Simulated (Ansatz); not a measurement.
# Reading a saddle point

A first-order saddle point of BSiH₅OF₂, closed shell, PBE0-D4/def2-TZVP, with one imaginary mode of 1435i cm⁻¹:

```
atom    x (Å)    y (Å)    z (Å)
  B1   0.0995  -1.3766   0.1362
  H2   1.2387  -1.5703  -0.6013
  F3  -0.7767  -2.3489  -0.1335
  F4   0.4315  -1.1721   1.4257
  H5   0.8027  -0.6469  -0.9093
  O6  -0.2139  -0.0637  -0.6083
 Si7  -0.3625   1.4761   0.0502
  H8   0.9090   1.8615   0.7064
  H9  -1.4783   1.4618   1.0201
 H10  -0.6498   2.3791  -1.0861
```

Ansatz 0.2.0; basis: def2-TZVPP and def2-QZVPP; cores frozen in the correlated methods. Extrapolation: Hartree–Fock as exp(−7.88 √X), correlation as X^−2.97.

(1) Which contacts change along the imaginary mode, and what lies on either side? (Judge from chemistry; the calculation decides.)

(2) Which side is lower, and how far does the saddle lie above each? (Judge from chemistry; the value comes from the calculation.)

T1 diagnostic: at most 0.013.

Answers

(1) By the calculation: The step is SiH₄O ([OH][SiH3]) + BHF₂ ([F][BH][F]) → BSiH₃OF₂ ([F][B]([F])[O][SiH3]) + H₂, with the molecules in contact on both sides. Shortening one way: B1–O6, H2–H5; lengthening the same way: B1–H2, H5–O6.
```csv
pair,one side (Å),saddle (Å),other side (Å)
B1–O6,1.73,1.54,1.34
H2–H5,2.79,1.07,0.75
B1–H2,1.20,1.37,2.93
H5–O6,0.96,1.21,3.19
```

(2) Computed: The side with B1–O6, H2–H5 short is lower by 0.906 eV; the saddle lies 2.143 eV above it and 1.237 eV above the other (CCSD(T) at an estimated basis limit (MP2 extrapolated from triple and quadruple zeta, plus CCSD(T) − MP2 in triple zeta); electronic energies).

The step is the kind of ligand exchange by which a precursor binds to a hydroxyl group, or is hydrolysed, in atomic layer deposition of oxides.

Labels in which every atom is bracketed show which atoms are joined, not bond orders.

For scale, one of the runs: CCSD(T)/def2-TZVPP, 236 basis functions, launched by `ansatz run in.yaml --threads 4 --pin off --events-out ev --progress --plain --max-ram 9574MiB`. The run took 2.4 min on 4 CPU threads of an Arm Neoverse V1 (shared host), with 4.6 GiB of host memory at its peak.
